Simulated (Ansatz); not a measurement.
Reaction (ligand exchange at a Ge–O bond): `[OH][Ge][Br]` + H₂S → `[SH][Ge][Br]` + H₂O

Gas-phase electronic energies from Ansatz, PBE0-D4/def2-TZVP geometries. CCSD(T)/CBS is the MP2 limit (def2-TZVPP, def2-QZVPP) plus CCSD(T) − MP2 in def2-TZVPP, frozen cores. This one scheme is used for every species. Functionals use def2-TZVPP. For Br, Ge outer-core shells are correlated without core-valence functions, which leaves a few kJ/mol of doubt a bond. Scalar relativity is left out up to krypton. Each species was taken in one conformer, which may not be the lowest.

(1) Is it downhill or uphill in electronic energy at CCSD(T)/CBS, and by how much? (Estimate.)

(2) What do these levels give: PBE-QIDH, PBE, CCSD/def2-SVP, SCS-MP2/def2-TZVPP, HF/CBS(def2), MP2/CBS(def2)? (An estimate is asked.)

Largest T1 diagnostic among the species: 0.013.

## Answers

(1) Computed: Downhill: ΔE = -0.06 eV.

(2) Ansatz gave: PBE-QIDH -0.06, PBE -0.07, CCSD/def2-SVP 0.09, SCS-MP2/def2-TZVPP 0.04, HF/CBS(def2) 0.09, MP2/CBS(def2) -0.08 eV.

The D4 term adds −0.05 eV with B3LYP and −0.03 eV with PBE0; it sums over pairs of atoms, weighted by their polarisabilities, and B3LYP, whose exchange is more repulsive, gets the larger term. At CCSD(T), def2-SVP lies +0.13 eV from the extrapolated value and def2-TZVPP +0.06 eV.

B3LYP here is the variant with VWN-RPA as its local correlation; programs differ in this.
